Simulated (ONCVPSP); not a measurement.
## Li: excitation energies, all-electron against ONCV

Li (Z = 3), optimised norm-conserving Vanderbilt (ONCV), made with ONCVPSP 4.0.1 (PBE, non-relativistic). Core none, reference 1s2 2s1. Waves: 1s+2s: rc 1.00 bohr, ncon 4, nbas 9, qcut 10.2 1/bohr, 2 projectors; p scattering state at 0.19 Ha: rc 0.85 bohr, ncon 4, nbas 7, qcut 11.1 1/bohr, 2 projectors, debl 2.9 Ha. Local part: polynomial inside 0.70 bohr (lpopt 5, dvloc0 2 Ha). Core correction: none.

Energies are relative to the spin-unpolarised reference configuration 1s2 2s1; without spin polarisation the order of configurations can differ from experiment.

| valence configuration | charge | ΔE all-electron (eV) | error AE − PS (meV) |
| --- | --- | --- | --- |
| 1s2 2s0 | +1 | 5.296 | +0.3 |
| 1s1 2s1 | +1 | 68.401 | +710 |

What are ΔE and the potential's error for 1s2 2s0.5?

ΔE = 2.048 eV all-electron; the error (AE − PS) is 0.0 meV.

What are ΔE and the potential's error for 1s2 2s0 2p1?

ΔE = 1.787 eV all-electron; the error (AE − PS) is +0.4 meV.
